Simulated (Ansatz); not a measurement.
Species: sum formula AlN2OH5 (charge 0, singlet). 
Geometry from a B3LYP-D3(BJ)/def2-TZVP (Ansatz, a quantum-chemistry and plane-wave program) optimisation:
```xyz
9

N     -0.9940    -1.4094    -0.3338
Al    -0.0093     0.0189    -0.0026
N      1.6762    -0.1286     0.5227
O     -0.7643     1.5293    -0.2147
H     -0.6904    -2.3656    -0.2541
H     -1.9545    -1.3686    -0.6339
H      2.1619    -1.0003     0.6607
H      2.2899     0.6430     0.7272
H     -0.3467     2.3773    -0.0703
```
Charge 0, spin multiplicity 1.

Wanted: vertical triplet-singlet gap (E(triplet) - E(singlet); each state is the SCF solution reached for its spin), in kcal/mol. Cores are frozen in the correlated levels unless marked. UHF or UKS for open shells. No spin-orbit coupling. Non-relativistic. CBS(X,Y): correlation extrapolated as X^-3; Hartree-Fock from the larger set. [CCSD(T)-MP2]/basis is that difference in the basis named.

```json
[
 {"level": "HF/aug-cc-pV(D+d)Z", "program": "Ansatz", "vertical triplet-singlet gap (kcal/mol)": "104.7"},
 {"level": "SVWN5/def2-TZVPD", "program": "Ansatz", "vertical triplet-singlet gap (kcal/mol)": "107.7"},
 {"level": "PBE/def2-TZVPD", "program": "Ansatz", "vertical triplet-singlet gap (kcal/mol)": "105.0"},
 {"level": "PBE0/def2-TZVPD", "program": "Ansatz", "vertical triplet-singlet gap (kcal/mol)": "116.2"},
 {"level": "wB97X-V/def2-TZVPD", "program": "Ansatz", "vertical triplet-singlet gap (kcal/mol)": "130.6"},
 {"level": "RI-MP2/CBS(aug-cc-pV(T+d)Z,aug-cc-pV(Q+d)Z)", "program": "Ansatz", "vertical triplet-singlet gap (kcal/mol)": "133.3"}
]
```

Q: What does RI-MP2/CBS(aug-cc-pV(T+d)Z,aug-cc-pV(Q+d)Z)+[CCSD(T)-MP2]/aug-cc-pV(T+d)Z (Ansatz) give?

A: 127.1 kcal/mol, so RI-MP2/CBS(aug-cc-pV(T+d)Z,aug-cc-pV(Q+d)Z) differs from it by 6.2 kcal/mol.
